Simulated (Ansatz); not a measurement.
C4H5Si, SMILES [C]1=CC=C[SiH2]1, multiplicity 2.

The structure is a stationary point at PBE0-D3(BJ)/def2-SVP. The isomer is the one that the SMILES or the coordinates give; other isomers of the formula were not compared.

Two levels are set side by side: PBE/def2-SVPD (Ansatz, a program for electronic structure) and CAM-B3LYP/def2-SVPD (Ansatz). Energy differences of separate SCF runs at the same geometry; the states with an electron removed or added have multiplicity 3 and 1. Differences are taken from unrounded values.

| quantity | CAM-B3LYP |
|---|---|
| vertical ionisation energy (eV) | 8.88 |
| vertical electron affinity (eV) | 0.99 |

Task: What does PBE give, and how far is it from CAM-B3LYP? (The exact figures need the calculation; the answer reports its results.)

Result: 
| quantity | PBE | PBE minus CAM-B3LYP |
|---|---|---|
| vertical ionisation energy (eV) | 8.85 | -0.03 |
| vertical electron affinity (eV) | 1.03 | 0.04 |
